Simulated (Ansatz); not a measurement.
`[SiH3][SiH2]BCl` and `[AlH2][O]B[SiH2][SiH3]` differ in one atom or group.

Ansatz, PBE0-D4/def2-TZVP geometries, multiplicity 1. Each molecule was computed in one conformer, which needn't be the lowest.

```csv
property,`[SiH3][SiH2]BCl`
size of the dipole moment (ωB97M-V/def2-TZVPP) / D,0.46
LUMO energy (ωB97M-V/def2-TZVPP) / eV,-0.38
HOMO–LUMO gap (B3LYP/def2-TZVPP) / eV,5.10
"ideal-gas entropy at 298 K and 1 bar (rigid rotor, harmonic PBE0-D4/def2-TZVP) / J/(mol·K)",368
LUMO energy (PBE0/def2-TZVPP) / eV,-2.33
HOMO–LUMO gap (PBE0/def2-TZVPP) / eV,5.46
```

Question: Give the same properties after the change, and the shifts. (An estimate is asked.)

Answer: Computed: 
```
                                                                                  property  `[AlH2][O]B[SiH2][SiH3]`  shift
                                        size of the dipole moment (ωB97M-V/def2-TZVPP) / D                      1.69   1.23
                                                     LUMO energy (ωB97M-V/def2-TZVPP) / eV                      0.19   0.57
                                                     HOMO–LUMO gap (B3LYP/def2-TZVPP) / eV                      5.39   0.29
ideal-gas entropy at 298 K and 1 bar (rigid rotor, harmonic PBE0-D4/def2-TZVP) / J/(mol·K)                       426     58
                                                        LUMO energy (PBE0/def2-TZVPP) / eV                     -1.40   0.93
                                                      HOMO–LUMO gap (PBE0/def2-TZVPP) / eV                      5.79   0.33
```

With PBE0 the HOMO rises by 0.61 eV and the LUMO rises by 0.93 eV, so the gap widens by about 0.32 eV. PBE moves the HOMO by 0.56 eV and ωB97M-V by 0.58 eV. The zero-point energy changes by 44.7 kJ/mol with +9 modes. Dipoles are sizes alone; their direction can turn. Modes under 60 cm⁻¹, often nearly free rotors, make the harmonic entropy too high.

B3LYP here is the variant with VWN-RPA as its local correlation; programs differ in this.
